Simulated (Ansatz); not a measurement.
Consider the ligand exchange at a Ge–O bond: `O[SiH](F)[O][GeH3]` + `CC=N` → `C/C=[N]\[GeH3]` + `O[SiH](O)F`.

Gas-phase electronic energies from Ansatz, PBE0-D4/def2-TZVP geometries. CBS: MP2 limit from def2 TZ/QZ plus the TZ coupled-cluster correction, frozen cores. This one scheme is used for every species. DFT in def2-TZVPP. For Ge outer-core shells are correlated without core-valence functions, which leaves a few kJ/mol of doubt a bond. Scalar relativity is left out up to krypton. Each species was taken in one conformer, which may not be the lowest.

| level | ΔE (kcal/mol) |
| --- | --- |
| PBE-D4 | 9.6 |
| B2PLYP | 11.9 |

(1) What does CCSD(T)/CBS give? (Best estimate.)

Largest T1 diagnostic among the species: 0.013.

## Answers

(1) Ansatz gave: +11.2 kcal/mol. The listed levels differ from it by -1.6, 0.7 kcal/mol.

From PBE to PBE0 (25 % exact exchange), in def2-TZVPP and without D4, ΔE moves by +0.9 kcal/mol. In def2-TZVPP, CCSD(T) changes the Hartree–Fock value by −3.6 kcal/mol (the triples alone add −0.6 kcal/mol) and MP2 by −4.4 kcal/mol.
